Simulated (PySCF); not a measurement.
**Which determinant of PtH lies lowest?**

Unrestricted PBE0; basis H def2-TZVPP, Pt def2-TZVPP with ECP60; scalar-relativistic core potentials; PySCF 2.14. Outer shells of the fragments: H 1s1; Pt 5d9 6s1.

Followed along the bond (rough minima from three points):

```csv
2Ms+1,unpaired,⟨S²⟩ at the start,R at minimum (Å),Te (eV)
2,σ ↑,0.75,1.52,0.00
2,δ ↑,0.75,1.53,0.11
2,π ↑,0.76,1.57,0.69
4,"σ ↑↑, δ ↑",3.75,none in the scan,≤ 2.61
```

Solutions found at the starting distance of 1.495 Å, counted from the lowest of them; the search is not exhaustive and high or unbound solutions are not listed, so other states can lie among these:

```csv
2Ms+1,unpaired,term,E (eV),⟨S²⟩,⟨Lz²⟩,μ (D)
2,σ ↑,²Σ⁺,0.00,0.75,0.00,1.24
2,δ ↑,²Δ,0.12,0.75,4.01,1.32
2,π ↑,²Π,0.74,0.76,1.01,1.51
4,"σ ↑↑, δ ↑",⁴Δ,2.82,3.75,4.01,-0.63
4,"σ ↑↑, π ↑",mixed,3.16,3.75,1.31,-0.62
2,"σ ↑↑, π ↓",mixed,3.55,1.76,1.36,-0.82
2,"σ ↑↑, δ ↓",mixed,3.58,1.75,4.00,-0.81
4,"σ ↑, π ↑, δ ↑",mixed,3.97,3.75,4.66,-0.29
4,"σ ↑, δ ↑↑",⁴Σ⁻,4.42,3.76,0.00,-0.26
4,"σ ↑, π ↑, δ ↑",mixed,4.73,3.75,5.01,0.56
6,"σ ↑↑, π ↑, δ ↑↑",⁶Π,9.46,8.75,1.00,-0.69
```

A term symbol is given only where ⟨S²⟩ and ⟨Lz²⟩ are close to those of a pure state; real π, δ and φ orbitals otherwise mix terms. A positive dipole means H(−)Pt(+).

Spin–orbit coupling is left out. Counting both spins, an empty level lies below a filled one in some of these solutions, because spin and occupation are held. The state is the lowest single determinant that the PBE0 search found; with open d or f shells the true ground state can be another one.
